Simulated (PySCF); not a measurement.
Mapped SMILES: `[N:1]#[C:2]/[CH:3]=[CH:4]\[CH2:5][SiH2:6]/[CH:7]=[CH:8]/[SiH3:9]`. Hydrogens are named by the atom that carries them.

Relativity neglected, averaged over atoms made equivalent by symmetry, fast rotation or ring inversion, no solvent, one conformer. Structure optimised with GFN2-xTB; NMR shieldings at PBE0/pcSseg-1/GIAO; PySCF 2.14.

Q: List the cross peaks expected in HSQC, COSY and HMBC spectra.

A: 

HSQC (one-bond C–H):
```csv
δH,δC
7.57 (H(C8)),164.2 (C8)
6.86 (H(C7)),146.8 (C7)
6.83 (H(C4)),162.8 (C4)
5.16 (H(C3)),102.8 (C3)
2.39 (H(C5)),23.9 (C5)
```

COSY cross peaks (H two or three bonds apart, from the bond graph; peaks can be absent where the dihedral angle is near 90°):
```csv
δH,δH
7.57 (H(C8)),6.86 (H(C7))
7.57 (H(C8)),4.28 (H(Si9))
6.86 (H(C7)),4.45 (H(Si6))
6.83 (H(C4)),5.16 (H(C3))
6.83 (H(C4)),2.39 (H(C5))
4.45 (H(Si6)),2.39 (H(C5))
```

HMBC (two and three bonds, from the bond graph):
```csv
δH,δC
7.57 (H(C8)),146.8 (C7)
6.86 (H(C7)),"164.2 (C8), 23.9 (C5)"
6.83 (H(C4)),"123.4 (C2), 102.8 (C3), 23.9 (C5)"
5.16 (H(C3)),"162.8 (C4), 123.4 (C2), 23.9 (C5)"
4.45 (H(Si6)),"164.2 (C8), 162.8 (C4), 146.8 (C7), 23.9 (C5)"
4.28 (H(Si9)),"164.2 (C8), 146.8 (C7)"
2.39 (H(C5)),"162.8 (C4), 146.8 (C7), 102.8 (C3)"
```

Chemical shifts δ = σref − σ; TMS for 1H (σ = 31.72 ppm), 13C (σ = 186.93 ppm), all at this level.

Short H···H contacts in this conformer between protons four or more bonds apart (candidates for NOE cross peaks, intensity ∝ r⁻⁶): H(C7)···H(Si9) 2.73 Å, H(C5)···H(C8) 2.78 Å.

Shifts are as computed. Against solution values, carbons near 30 ppm lie about +3 ppm off and those near 130 ppm about +5 ppm. Of 1211 compounds with measured shifts, 218 miss one by over three times the rms of a fit or turn the order of signals round; such compounds aren't used in these exercises.
